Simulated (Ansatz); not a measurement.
Species: [Zr(OCH3)2(Br)2] (charge 0, multiplicity 1).

### Question
Give a relaxed geometry from r2SCAN-D4/def2-SVP (Ansatz, an electronic-structure program).

### Answer
Several could match; the one computed here: the end point of this relaxation, one of several conformers.
Cartesian coordinates (Å) in one orientation:
```xyz
13

Zr     0.081     0.171     0.007
O      0.842    -1.145     1.144
C      1.317    -2.104     2.041
H      0.578    -2.293     2.838
H      2.256    -1.758     2.506
H      1.516    -3.052     1.513
O     -1.585     0.740     0.720
C     -2.794     1.092     1.322
H     -2.906     0.586     2.297
H     -3.639     0.802     0.676
H     -2.835     2.182     1.485
Br    -0.319    -0.856    -2.270
Br     1.643     2.159    -0.092
```
